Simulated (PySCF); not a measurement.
```xyz
5
charge 0 multiplicity 1, angstrom
Cr    0.0000    0.0000    0.7248
O     1.2697    0.0000    1.6266
O    -1.2697    0.0000    1.6266
Br    0.0000    1.8813   -0.5680
Br    0.0000   -1.8813   -0.5680
```

These are results of PBE in PySCF with Cr def2-SVP, O def2-SVP, Br def2-SVP; no relativity; density-fitted integrals, not measurements.

This geometry of CrO₂Br₂ is a stationary point at this level.

Q: What is the point group?

A: C2v.

Q: Is it a minimum?

A: Yes: all harmonic wavenumbers are real.

Q: List the harmonic modes with their infrared intensities.

A: 
```csv
symmetry,ω (cm⁻¹),IR (km/mol),type
a1,88,0.1,bend
b1,193,0.1,bend
a2,220,0.0,bend
b2,232,0.9,bend
a1,270,3.3,mixed
b2,418,63.6,mixed
a1,438,1.9,bend
a1,1079,78.8,stretch
b1,1094,92.8,stretch
```

Q: Give the ideal-gas entropy at 298.15 K and 1 bar by parts.

A: translation 177.3, rotation 119.1, vibration 55.1, spin 0.0; total 351.5 J/(mol K).

In C2v the vibrations span 4a1 + 2b1 + a2 + 2b2. The a2 mode carries no infrared intensity, as symmetry demands.

Other isomers or separated fragments may lie lower.
